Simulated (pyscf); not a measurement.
A first-order saddle from PySCF, ωB97X-D3(BJ)/def2-SVP:

```xyz
13

C     -2.0795     1.1209    -0.1374
Si    -0.6011     0.1585     0.3716
C      0.5637    -0.2838    -1.0307
H     -2.1226    -0.3339     0.3739
H     -2.6868     1.6742     0.5881
H     -2.4898     1.0571    -1.1517
H      1.2979    -1.0457    -0.7263
H     -0.0014    -0.6734    -1.8915
H      1.1117     0.6157    -1.3612
C      0.2275     0.7700     1.9395
H     -0.5235     0.9628     2.7211
H      0.9521     0.0387     2.3297
H      0.7606     1.7154     1.7380
```
Charge 0, spin multiplicity 2.

Surface: doublet, charge 0. Lowest wavenumbers (cm⁻¹): 1817i, 152, 158, 174, 191.

**Question.** What reaction is this the transition state of?

**Answer.** •H₂C–SiH(CH₃)–CH₃ (SMILES [CH2][SiH](C)C) <-> H₃C–Si•(CH₃)–CH₃ (SMILES C[Si](C)C), a hydrogen shift read from left to right: H–Si broken and C–H formed. At ωB97M-D3(BJ)/def2-TZVP it lies +38.1 kcal/mol from the left side and +46.7 kcal/mol from the right (each side as separated species at their lowest minima found). One saddle was located; it need not be the lowest between these sides.
